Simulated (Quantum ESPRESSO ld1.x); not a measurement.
Results of a calculation; reference values are marked as such.
Question: These are the eigenvalues of the occupied orbitals of an atom or ion with whole-number occupations (eV). Code: ld1.x of Quantum ESPRESSO 7.5. Model: scalar-relativistic Kohn-Sham, Wu-Cohen GGA, spin-unpolarised, spherical densities, point nucleus.

| orbital | eigenvalue |
|---|---|
| 1s | -59309.6 |
| 2s | -10025.1 |
| 2p | -8854.69 |
| 3s | -2269.96 |
| 3p | -1915.59 |
| 3d | -1477.99 |
| 4s | -465.049 |
| 4p | -348.678 |
| 4d | -194.139 |
| 5s | -75.6681 |
| 5p | -48.3923 |
| 4f | -25.5325 |
| 6p | -12.7555 |

Which element is it, and in what charge state? The configuration may be excited.

Answer: Z = 69, thulium, charge +2: Tm2+ in [Kr] 4d10 4f13 5s1 5p6 6p1. The list shows which subshells hold electrons but not how many an open one holds; the 1s level, -2179.6 hartree, gives Z - s = 66.0 by -(Z - s)^2/2, which with screening and relativity narrows Z to a few neighbours, and the depths of the outer levels then fix element, charge and occupations together.
